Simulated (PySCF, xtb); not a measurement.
silanone cation (H2OSi), SMILES O=[SiH2] (connectivity only; charge and spin as stated), charge +1, multiplicity 2.

Harmonic wavenumbers (cm⁻¹) from xtb with GFN2-xTB at its own minimum, in rising order: 264, 583, 591, 1436, 1773, 2013.

Q: What does PBE-D3(BJ)/def2-TZVP (PySCF) give at its own minimum? (An estimate is asked for; the answer gives what the named calculation found.)

A: 403, 604, 766, 940, 2115, 2181. Paired by order, the mean absolute difference is 223 cm⁻¹ and the zero-point energies are 9.5 and 10.0 kcal/mol.
